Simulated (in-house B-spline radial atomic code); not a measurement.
Computed with a B-spline radial atomic code. Model: two electrons, singlet ground state, non-relativistic, full CI in B-splines with partial waves to l = 8 (at full coupling up to 3e-4 hartree above the limit, correlation up to 0.6 % small), density held at that of full coupling by Lieb maximisation.

W(λ) is the mean repulsion in the state of coupling λ less the Hartree energy of the fixed density. Its start is exact exchange, its initial slope is twice the second-order Görling-Levy correlation energy, and its area from 0 to 1 is E_xc. A straight curve means weak, dynamic correlation, and a curve that drops fast and flattens means strong correlation.

Command:
```bash
python run_ac.py task.json out
```
Settings (lengths in bohr, energies in hartree):
```
potential              coulomb
strength               0.96
lmax                   8
wall_radius            1.25
```

Time taken, with all properties: 2.4 s on 1 thread of Intel(R) Xeon(R) Processor @ 2.30GHz, with other jobs on the host.

**W = mean repulsion less Hartree energy, and W of three functionals.**

Given: confinement point charge; nuclear charge 0.96; hard wall radius 1.25 bohr; external potential -Z/r.

Computed: PBE exchange minus exact 68.069 millihartree; SCAN exchange minus exact -2.9976 millihartree.

| coupling | W xc (hartree) | W xc minus exchange (millihartree) | kinetic minus Kohn-Sham (millihartree) | LDA (PW92) W minus its exchange (millihartree) | PBE W minus its exchange (millihartree) | SCAN W minus its exchange (millihartree) |
| --- | --- | --- | --- | --- | --- | --- |
| 0 | -1.5095 | 0 | 0 | 0 | 0 | 0 |
| 0.02 | -1.5115 | -2.055 | 0 | -13.03 | -3.24 | -1.94 |
| 0.05 | -1.5146 | -5.113 | 0.1 | -27.06 | -8.04 | -4.8 |
| 0.12 | -1.5216 | -12.131 | 0.7 | -52.69 | -18.89 | -11.3 |
| 0.25 | ? | ? | ? | ? | ? | ? |
| 0.4 | -1.5481 | -38.655 | 7.6 | -123.23 | -57.82 | -35.6 |
| 0.6 | -1.5657 | -56.191 | 16.3 | -160.56 | -82.13 | -51.6 |
| 0.8 | -1.5821 | -72.655 | 27.8 | -192.21 | -104.19 | -66.67 |
| 1 | -1.5976 | -88.127 | 41.7 | -219.93 | -124.42 | -80.9 |
| 1.4 | -1.6259 | -116.4 | 75.5 | -267.11 | -160.48 | -107.18 |
| 2 | -1.6626 | -153.09 | 137.6 | -324.07 | -206.22 | -142.03 |
| 3 | -1.7119 | -202.4 | 259.8 | -396.58 | -267.15 | -190.61 |
| 4.5 | ? | ? | ? | ? | ? | ? |
| 7 | -1.8277 | -318.2 | 807.9 | -564.03 | -415.72 | -314.97 |
| 10 | -1.8746 | -365.07 | 1201.3 | -635.2 | -481.1 | -369.4 |

(1) What belongs in the row 0.25?

(2) What belongs in the row 4.5?

(3) What is the LDA exchange minus exact?

**Energy parts, natural occupations and partial-wave weights.**

Computed: total energy 3.8241 hartree; correlation energy -0.046399 hartree; kinetic part of the DFT correlation energy 0.041728 hartree; initial slope twice GL2 -0.10312 hartree; kinetic part over minus potential part 0.47349; Kohn-Sham kinetic 6.4586 hartree; Lieb Oxford ratio E_xc over LDA exchange 1.1997.

```json
{"natural": "s", "occupation of the shell (electrons)": "1.9914"}
{"natural": "p", "occupation of the shell (electrons)": "0.0077582"}
{"natural": "s", "occupation of the shell (electrons)": "0.00038212"}
{"natural": "d", "occupation of the shell (electrons)": "0.00033806"}
{"natural": "p", "occupation of the shell (electrons)": "?"}
{"natural": "f", "occupation of the shell (electrons)": "4.4468e-05"}
```

(4) What belongs in the row p?

| wave | weight |
| --- | --- |
| s | 0.99588 |
| p | ? |
| d | 0.00017546 |
| f | 2.4026e-05 |
| g | 5.5332e-06 |

(5) What belongs in the row p?

(6) What is the exchange energy?

(7) What is the Hartree energy?

## Answers

(1) W xc (hartree): -1.5342; W xc minus exchange (millihartree): -24.746; kinetic minus Kohn-Sham (millihartree): 3; LDA (PW92) W minus its exchange (millihartree): -89.38; PBE W minus its exchange (millihartree): -37.79; SCAN W minus its exchange (millihartree): -22.89.

(2) W xc (hartree): -1.7666; W xc minus exchange (millihartree): -257.15; kinetic minus Kohn-Sham (millihartree): 462.8; LDA (PW92) W minus its exchange (millihartree): -475.18; PBE W minus its exchange (millihartree): -335.78; SCAN W minus its exchange (millihartree): -247.47.

(3) 212.55 millihartree.

(4) occupation of the shell (electrons): 5.5798e-05.

(5) weight: 0.0039084.

(6) -1.5095 hartree.

(7) 3.019 hartree.

Half-way to full coupling W has made 54 % of its drop, against 50 % for a straight line, and second-order (GL2) theory, half the initial slope, overshoots the correlation energy by about 11 %: a moderate bend, as in light atoms. Over couplings 0 to 1 the errors in E_xc come to about +125 millihartree for LDA, +47 millihartree for PBE, +0.7 millihartree for SCAN, so SCAN is nearest. In LDA and PBE and SCAN the errors of exchange and correlation have opposite signs, so the sum is smaller than the larger of the two.
